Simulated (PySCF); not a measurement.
Start geometry of `C[C@]1(F)CC1(F)F` (1,1,2-trifluoro-2-methylcyclopropane) from MMFF94s (Å):
```
atom  x, y, z in Å
C1     1.4389    0.2900   -0.2325
C2     0.1979   -0.1061    0.4911
F3     0.3682   -0.4195    1.8368
C4    -0.8652   -0.9172   -0.2187
C5    -1.1002    0.5115    0.1078
F6    -2.0395    0.8528    1.0531
F7    -1.1828    1.4376   -0.9077
H8     1.8656    1.1893    0.2220
H9     2.1817   -0.5106   -0.1653
H10    1.2555    0.4963   -1.2921
H11   -0.7184   -1.1710   -1.2590
H12   -1.4017   -1.6531    0.3646
```

Problem. What comes out of this run: PBE0-D3(BJ)/def2-SVP geometry optimisation, gas phase (PySCF)?

Solution. 
```
atom  x, y, z in Å
C1     1.2917    0.5838   -0.4942
C2     0.3221   -0.1902    0.3386
F3     0.9035   -0.8016    1.4026
C4    -0.8505   -0.9469   -0.2733
C5    -1.0761    0.2638    0.5561
F6    -1.6238    0.1360    1.7634
F7    -1.4931    1.3928   -0.0322
H8     1.8184    1.3196    0.1312
H9     2.0335   -0.0946   -0.9411
H10    0.7720    1.1209   -1.2980
H11   -1.0045   -0.8817   -1.3533
H12   -1.0933   -1.9018    0.2002
```

The energy falls by 0.146 eV over 13 energy and gradient evaluations, the largest force component goes from 0.0345 to 1.5e-04 Eh/bohr, and the atoms move by 0.054 Å rms after alignment. The bond that changes most is C5–F6 (CF2 carbon to fluorine of a CF2 group), which shortens by 0.044 Å. Bonds longer at the end by more than 0.005 Å: 5 of 12; shorter: 3. Among the angles that change most is F6–C5–F7, from 107.4° to 110.5°. Rotational constants go from 3602, 2473, 1892 to 3670, 2545, 1965 MHz. The orientation of the end geometry is arbitrary; only internal coordinates are fixed.

The run used 123 basis functions and 73 SCF cycles in all. Cost: about 80 s of CPU time on one thread; the machine was shared, so the figure is rough.

No PBE0-D3(BJ)/def2-SVP frequencies stand behind this structure, so it isn't proved a minimum.
